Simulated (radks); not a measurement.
Results of a calculation; reference values are marked as such.
Task: Species: Fe IV. Configuration: [Ar] 3d5 (the NIST ground configuration). Code: a radial shooting solver on a logarithmic mesh with Libxc functionals. Model: scalar-relativistic Kohn-Sham, PBEsol, spin-unpolarised, spherical densities, finite nucleus; Fermi nuclear charge, rms radius 3.7377 fm. Some entries of the table are withheld. Estimate them.

orbital,occ.,eigenvalue (eV),<1/r> (bohr^-1),<r^2> (bohr^2)
1s,2,-7029.624,25.96,0.004602
2s,2,-856.9588,5.554,0.08427
2p,6,(1),5.451,0.06825
3s,2,-130.8678,1.759,0.7468
3p,6,-96.7969,1.625,0.8396
3d,5,-43.1774,1.313,1.228
4s,0,-31.0158,0.5858,(2)
4p,0,-23.8541,0.5064,7.608

Result: 
(1) 2p eigenvalue (eV): -736.1009
(2) 4s <r^2> (bohr^2): 5.763
